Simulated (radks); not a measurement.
Charge is removed step by step from the 5p level of Os2+, starting from [Xe] 4f14 5d6. All-electron calculation, scalar-relativistic Kohn-Sham, PBEsol, spin-unpolarised, spherical densities, finite nucleus; Fermi nuclear charge, rms radius 5.4126 fm. Program: a radial shooting solver on a logarithmic mesh with Libxc functionals.

\begin{tabular}{lrrr}
removed (e) & E - E(0) (eV) & eigenvalue (eV) & E minus straight line (eV) \\ \hline
0 & 0.000 & -68.058 & 0.000 \\
0.1 & 6.872 & -69.511 & -0.674 \\
0.2 & 13.890 & -70.978 & -1.202 \\
0.3 & 21.055 & -72.461 & -1.582 \\
0.4 & 28.370 & -73.958 & -1.814 \\
0.5 & 35.835 & -75.469 & -1.895 \\
0.6 & 43.451 & -76.994 & -1.825 \\
0.7 & 51.220 & -78.531 & -1.601 \\
0.8 & 59.144 & -80.081 & -1.223 \\
0.9 & 67.223 & -81.643 & -0.690 \\
1 & 75.459 & -83.217 & 0.000 \\
\end{tabular}

Removing the whole electron costs 75.459 eV by Delta-SCF, against 68.058 eV from minus the eigenvalue at the starting occupation. Slater's transition state (half an electron removed) gives 75.469 eV. Integrating minus the eigenvalue over the occupation (Janak's theorem) gives 75.525 eV. In this scalar-relativistic scheme the density is built from large components alone, so the theorem holds only approximately. The mean slope of the eigenvalue, de/dn, is 15.2 eV per electron.
